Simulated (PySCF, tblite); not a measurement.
Isomers of C5H8NPS. Computed with GFN2-xTB (tblite): harmonic, unscaled wavenumbers at the GFN2-xTB geometry, gas phase. Errors from tens to a few hundred cm⁻¹ against measured bands are possible. Modes of hydrogen on phosphorus can be 10 to 20 % off. One conformer each.

Electronic energies: PBE0/pcSseg-1 single points on the GFN2-xTB geometries (PySCF, gas phase).

```csv
SMILES,"electronic energy, lowest = 0 (kcal/mol)"
CSc1pccn1C,0.0
CN(C)c1cpcs1,10.3
C/C=C\[P@H](=S)CC#N,10.0
```

Q: How do GFN2-xTB zero-point energies change the relative energies?

A: 
| SMILES | ZPE (kcal/mol) | of it from modes above 1550 cm⁻¹ | electronic (kcal/mol) | with ZPE, lowest = 0 (kcal/mol) | lowest mode (cm⁻¹) | rings |
| --- | --- | --- | --- | --- | --- | --- |
| CSc1pccn1C | 75.6 | 34.8 | 0.0 | 0.0 | 60 | 1 |
| C/C=C\[P@H](=S)CC#N | 72.6 | 39.0 | 10.0 | 7.0 | 29 | 0 |
| CN(C)c1cpcs1 | 75.5 | 34.5 | 10.3 | 10.3 | 52 | 1 |

The zero-point energies span 3.0 kcal/mol, from `C/C=C\[P@H](=S)CC#N` to `CSc1pccn1C`. The order is unchanged.

Q: And how do the electronic energies of GFN2-xTB itself compare?

A: `CSc1pccn1C` 0.0; `C/C=C\[P@H](=S)CC#N` 22.1; `CN(C)c1cpcs1` 11.1 kcal/mol, lowest = 0. Against the energies above, taken from the same isomer `CSc1pccn1C`, the largest difference is 12.1 kcal/mol.

Q: What do entropy and thermal enthalpy add at 298.15 K and 1 bar (rigid rotor, harmonic oscillator, one conformer each)?

A: 
```csv
SMILES,point group,symmetry number,S (cal/(mol K)),H − H(0) (kcal/mol),ZPE + H − H(0) − TS (kcal/mol)
CSc1pccn1C,Cs,1,95.1,6.44,53.7
C/C=C\[P@H](=S)CC#N,C1,1,102.1,7.07,49.2
CN(C)c1cpcs1,C1,1,94.8,6.39,53.6
```
